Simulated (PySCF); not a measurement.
Excited states between 380 and 750 nm. Vertical TDDFT excitations of isolated species (PySCF; the level stands beside each; core orbitals frozen in the response), one conformer each, no solvent. Ions are computed without counter-ions or solvent.

1. `CNc1ccc(F)cc1`
2. `CC(=O)PC(C)C`
3. `C[C@@]1(F)CC[C@H](F)O1`
4. `C/N=C/C(=C/[S-])C(=O)O`
5. `Cc1pccc(F)p1`
6. `C/N=C\C(=C/[S-])C(=O)O`
7. `FC(F)OC1=CC=CC=N1`

For which of them does the calculation put a singlet between 380 and 750 nm?

4 and 6.

1. (CAM-B3LYP/def2-SVPD on a GFN2-xTB geometry) 270 nm (f 0.053); 230 nm (f 0.003); 222 nm (f 0.194); 205 nm (f 0.010); 195 nm (f 0.001).
2. (CAM-B3LYP/def2-SVPD on a GFN2-xTB geometry) 313 nm (f 0.005); 213 nm (f 0.077); 199 nm (f 0.016); 185 nm (f 0.032); 177 nm (f 0.136).
3. (CAM-B3LYP/def2-SVPD on a GFN2-xTB geometry) 138 nm (f 0.013); 135 nm (f 0.017); 134 nm (f 0.018); 130 nm (f 0.006); 126 nm (f 0.004).
4. (wB97X-D/def2-SVPD on a GFN2-xTB geometry) 459 nm (f 0.000); 315 nm (f 0.456); 254 nm (f 0.044); 251 nm (f 0.001); 243 nm (f 0.274). S1 lies in the visible range (380 to 750 nm), at 459 nm, dark in the vertical dipole picture (f under 0.0005); light of that wavelength is blue, and its complementary colour is yellow; a Tamm–Dancoff triplet lies at 511 nm, without intensity as long as spin–orbit coupling is left out.
5. (wB97X-D/def2-SVPD on a GFN2-xTB geometry) 302 nm (f 0.013); 281 nm (f 0.014); 268 nm (f 0.005); 267 nm (f 0.037); 233 nm (f 0.302).
6. (wB97X-D/def2-SVPD on a GFN2-xTB geometry) 405 nm (f 0.002); 307 nm (f 0.441); 258 nm (f 0.008); 248 nm (f 0.123); 237 nm (f 0.069). S1 lies in the visible range (380 to 750 nm), at 405 nm, f = 0.0024; light of that wavelength is violet, and its complementary colour is yellow-green; a Tamm–Dancoff triplet lies at 471 nm, without intensity as long as spin–orbit coupling is left out.
7. (PBE0/def2-SVPD on a PBE0-D3(BJ)/def2-SVP geometry) 236 nm (f 0.044); 232 nm (f 0.026); 212 nm (f 0.003); 200 nm (f 0.110); 176 nm (f 0.003).
